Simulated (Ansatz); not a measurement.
`C[S][Sn][OH]`. Charge 0, multiplicity 1. Sn: def2 effective core potential.

Cartesian coordinates in Å:
```
C 0.220 0.719 -0.808
S -0.175 -0.960 -1.367
Sn -0.599 -2.239 0.668
O -0.300 -0.803 1.997
H -0.613 1.164 -0.264
H 0.408 1.322 -1.697
H 1.120 0.731 -0.191
H -0.061 0.065 1.661
```

**Question.** What are the harmonic wavenumbers in cm⁻¹ at PBE0-D4/def2-TZVP (Ansatz, finite differences of forces, unscaled)? (Best estimate.)

**Answer.** Computed: 87, 131, 158, 199, 327, 373, 593, 728, 735, 958, 961, 1339, 1475, 1478, 3056, 3142, 3150, 3878.

**Question.** Is this a minimum?

**Answer.** Yes, all 18 modes are real.

**Question.** Give the ideal-gas thermochemistry at 298.15 K and 1 bar (rigid rotor, harmonic oscillator; point group Cs, symmetry number 1).

**Answer.** Zero-point energy 136.2 kJ/mol; H(298) − E = 156.1 kJ/mol; entropy 351.2 J/(mol·K), of which translation 173.8, rotation 114.7, vibration 62.7; G(298) − E = 51.4 kJ/mol. Modes under 100 cm⁻¹ are hindered rotations or soft bends, so the harmonic entropy is rough.

**Question.** And at 400, 500, 600, 800 and 1000 K?

**Answer.** 
```json
{"T (K)": "400", "H − E (kJ/mol)": "166.4", "S (J/mol/K)": "380.6", "G − E (kJ/mol)": "14.1"}
{"T (K)": "500", "H − E (kJ/mol)": "177.5", "S (J/mol/K)": "405.4", "G − E (kJ/mol)": "-25.2"}
{"T (K)": "600", "H − E (kJ/mol)": "189.5", "S (J/mol/K)": "427.3", "G − E (kJ/mol)": "-66.9"}
{"T (K)": "800", "H − E (kJ/mol)": "215.5", "S (J/mol/K)": "464.6", "G − E (kJ/mol)": "-156.2"}
{"T (K)": "1000", "H − E (kJ/mol)": "243.5", "S (J/mol/K)": "495.8", "G − E (kJ/mol)": "-252.3"}
```
